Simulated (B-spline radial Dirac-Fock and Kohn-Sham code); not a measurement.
Relativistic shifts of the levels of Ni⁶⁺

System: Ni⁶⁺, configuration [Ar] 3d4.

Both columns are ΔSCF binding energies of the configuration average from an atomic code on a B-spline grid: non-relativistic Hartree-Fock with a point nucleus, and Dirac-Fock with a finite nucleus and the Coulomb interaction alone, averaged over the two j levels with weights 2j+1.

| shell | Hartree-Fock (eV) | Dirac-Fock (eV) | shift (eV) | shift (%) |
| --- | --- | --- | --- | --- |
| 1s | 8402.3 | 8491.7 | +89.37 | +1.06 |
| 2s | 1143.3 | 1162.4 | +19.09 | +1.67 |
| 2p | 1006.0 | 1009.7 | +3.67 | +0.36 |
| 3s | 244.2 | 247.5 | +3.33 | +1.37 |
| 3p | 198.4 | 199.1 | +0.71 | +0.36 |
| 3d | 130.9 | 130.3 | -0.58 | -0.44 |

Relativity binds 1s, 2s, 2p, 3s, 3p more strongly, among those listed most of all 2s in relative terms, and 3d more weakly, because the contracted s and p shells screen the nucleus better.

Values without a named source are computed, but for edge energies of neutral atoms, which are taken from tables.
